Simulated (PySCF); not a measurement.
Job for PySCF: R-M06-2X/def2-TZVPPD on C2H6 (SMILES CC) with ghost functions.

```python
from pyscf import gto, dft

mol = gto.M(
    atom='''
    C     0.34811849    0.65255254    3.96789369
    C    -0.34588348   -0.70330288    3.88657443
    H     1.32028320    0.57196049    4.45873844
    H    -0.24828466    1.37066391    4.53459969
    H     0.51159236    1.06661089    2.97174995
    H     0.24897230   -1.41781686    3.31456699
    H    -1.31758110   -0.62119549    3.39585058
    H    -0.51064072   -1.12779815    4.87915621
    ghost-C    0.24603906    0.63662033   -0.02648911
    ghost-C   -0.24825794   -0.56693527    0.22071300
    ghost-H   -0.38747042    1.51424356   -0.07164536
    ghost-H    1.30483496    0.79460612   -0.19279116
    ghost-H    0.38520569   -1.44428183    0.26874276
    ghost-H   -1.30628034   -0.72486553    0.39055192
    ''',
    basis='def2-tzvppd',
    charge=0, spin=0, verbose=4, max_memory=1800)
mf = dft.RKS(mol, xc='m062x').density_fit(auxbasis='def2-universal-jkfit')
mf.grids.level = 4
mf.conv_tol = 1e-9
mf.max_cycle = 150
mf.kernel()
mf.dip_moment()
```

Predict the final total energy.

-79.8070 hartree.
